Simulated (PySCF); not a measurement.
This script is equivalent to a calculation on Rb⁺ (rubidium, charge +1).

```python
from pyscf import gto, scf, dft, mp, cc
import basis_set_exchange as bse
mol = gto.M(atom="Rb 0 0 0", charge=1, spin=0, symmetry="D2h",
            basis=gto.basis.parse(bse.get_basis("aug-cc-pwCVTZ-X2C", elements=["Rb"], fmt="nwchem", augment_diffuse=1)),
            nucmod="G")
mf = dft.UKS(mol, xc="PBE").sfx2c1e()
mf.irrep_nelec = {'Ag': (6, 6), 'B1g': (1, 1), 'B2g': (1, 1), 'B3g': (1, 1), 'B1u': (3, 3), 'B2u': (3, 3), 'B3u': (3, 3)}
mf.kernel()
```

**Question.** What total energy does it give?

**Answer.** -2980.49 hartree (calculated).

**Question.** Which occupied shell lies highest, and where?

**Answer.** 4p, at -21.642 eV.
